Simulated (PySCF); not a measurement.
Al(CF3)(F)(OMe) (C2H3AlF4O), SMILES [O](C)[Al]([F])[C](F)(F)F. Atoms are numbered in the order given.

```xyz
11

Al     0.5232     0.0759     0.4871
C     -1.1700     0.4990    -0.4970
F     -1.8015     1.5852    -0.0243
F     -2.0484    -0.5195    -0.4310
F     -0.9377     0.7240    -1.8044
F      0.9967     1.0607     1.7320
O      1.3794    -1.2634    -0.0068
C      2.4850    -2.0892     0.1495
H      3.0753    -2.1197    -0.7818
H      3.1505    -1.7535     0.9641
H      2.1647    -3.1205     0.3746
```
Charge 0, spin multiplicity 1.

Coordinates come from a PBE0-D3(BJ)/def2-SVP optimisation. The values are those of a single conformer.

All values below come from PBE/def2-TZVP (PySCF).

Isolated molecule, no solvent.

| Property | Result |
|---|---|
| total energy | -794.73063 hartree |
| highest occupied level | -7.31 eV |
| lowest empty level | -1.68 eV |
| orbital gap | 5.63 eV |
| dipole moment | 2.56 D |
| quadrupole, principal values (traceless, Buckingham form, about the centre of nuclear charge) | -9.23, 4.59, 4.65 D·Å |
